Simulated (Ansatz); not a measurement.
Cost and result for the atomization energy of BH5OSn, SMILES `[BH2][SnH2][OH]` (8 atoms, 7 bonds).

Total charge 0; spin multiplicity 1. Correlated methods include outer-core shells of Sn, which these sets cover unevenly. Sn: def2 effective core potential. The structure was optimised at the PBE0-D4/def2-TZVP level. It is one conformer, not always the lowest. Program: Ansatz. All runs use 2 threads of an Arm Neoverse V2 on a shared host. Times are those of one run each, without the atoms' runs, and a repeat can differ threefold. Electronic energies, without spin–orbit coupling; frozen cores. CCSD(T)/CBS adds CCSD(T) − MP2 in def2-TZVPP to the MP2 limit, and its time is that of the two runs behind it. T1 = 0.014. With those shells the extrapolation isn't a true limit. B3LYP takes the VWN-RPA correlation (the form of Gaussian; ORCA's B3LYP/G). HSE06 is the plane-wave form, built on full-range PBE exchange.

CCSD(T)/CBS is a level of theory with its own doubt, some kJ/mol a heavy atom from the limit and from the frozen cores, so smaller differences don't rank the functionals.

```tsv
level	functions	wall time	atomization (kJ/mol)	difference from CCSD(T)/CBS	per bond
revPBE-D4/def2-TZVPP	182	1.6 s	2242.4	-69.8	-10.0
BLYP-D4/def2-TZVPP	182	1.8 s	2280.6	-31.6	-4.5
PBE0-D4/def2-TZVPP	182	1.8 s	2264.5	-47.7	-6.8
HSE06-D4/def2-TZVPP	182	2.2 s	2264.6	-47.6	-6.8
CCSD(T)/def2-SVP	79	2.5 s	2128.1	-184.1	-26.3
B3LYP-D4/def2-TZVPP (with forces)	182	2.9 s	2290.2	-22.0	-3.1
r2SCANh-D4/def2-TZVPP	182	3.7 s	2279.7	-32.5	-4.6
r2SCAN-D4/def2-TZVPP (with forces)	182	3.8 s	2295.7	-16.5	-2.4
B97M-V/def2-TZVPP	182	6.5 s	2324.2	12.0	1.7
ωB97M-V/def2-TZVPP (with forces)	182	8.5 s	2297.1	-15.1	-2.2
MP2/def2-QZVPP	346	12 s	2285.6	-26.6	-3.8
CCSD(T)/def2-TZVPP	182	57 s	2248.1	-64.1	-9.2
CCSD(T)/CBS(def2)	–	69 s	2312.2	0.0	0.0
```

In def2-TZVPP, CCSD(T) changes the Hartree–Fock value by +601.9 kJ/mol (the triples alone add +30.2 kJ/mol) and MP2 by +600.9 kJ/mol; breaking electron pairs costs correlation energy, which Hartree–Fock lacks. From PBE to PBE0 (25 % exact exchange), in def2-TZVPP and without D4, the atomization energy moves by −32.6 kJ/mol: exact exchange takes away binding that semilocal exchange gives to molecules. At CCSD(T), def2-SVP lies −184.1 kJ/mol from the extrapolated value and def2-TZVPP −64.1 kJ/mol: correlation converges slowly with the basis, and small sets miss more of it in the bonded molecule than in its fragments.

Spin–orbit coupling would lower the free Sn atoms strongly, and the atomization energy with them, by more than many differences here. For some Ge, Se and Sn compounds the MP2-based and the directly extrapolated limit differ by 10 to 25 kJ/mol.
